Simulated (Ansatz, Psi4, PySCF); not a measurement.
C2H7OSi, doublet, at a GFN2-xTB geometry. Base run: PBE/6-31G** run with PySCF.

Geometry (Å):
```xyz
11

C      1.5595    -0.8548    -0.0606
Si    -0.0041     0.1104     0.4199
C     -1.6155    -0.7774    -0.0878
O      0.1475     1.5211    -0.4169
H      2.4556    -0.3081     0.2126
H      1.5925    -1.8230     0.4284
H      1.5849    -1.0166    -1.1367
H     -1.6508    -0.9075    -1.1693
H     -2.4989    -0.2176     0.2066
H     -1.6843    -1.7599     0.3661
H     -0.5859     2.1111    -0.5612
```
Charge 0, spin multiplicity 2.
Orbitals are unrestricted.
All else is at PySCF's defaults.

The same geometry, method and basis name were run in Ansatz (an electronic-structure program) and Psi4 and PySCF, at each program's defaults and at the settings that a row names. The base is PySCF at its defaults. Differences at the defaults can come from grids, fitting, cores and function types together.

```tsv
code and settings	ΔE vs base (µEh)	basis functions	E (Eh)	SCF cycles	dipole (D)
PySCF, defaults (exact integrals, its default grid, spherical functions)	0.0	95	-444.78421	11	1.36
Psi4, defaults (density fitting with its default set, its default grid, Cartesian functions)	-4710	99	-444.78892	10	1.36
Ansatz, defaults (factorised integrals, its default grid, Cartesian functions)	-4626	99	-444.78884	-	-
PySCF, density fitting with def2-universal-jkfit	-94.7	95	-444.78431	11	1.36
PySCF, fine grid	-0.6	95	-444.78421	11	1.36
Psi4, exact integrals, spherical functions, fine grid	0.3	95	-444.78421	13	1.36
Ansatz, high accuracy, Cartesian functions as the basis file defines them	-4625	99	-444.78884	-	-
```

Open shells are given as the SCF converged; they aren't shown to be the lowest states, and a large step between rows can be another state.
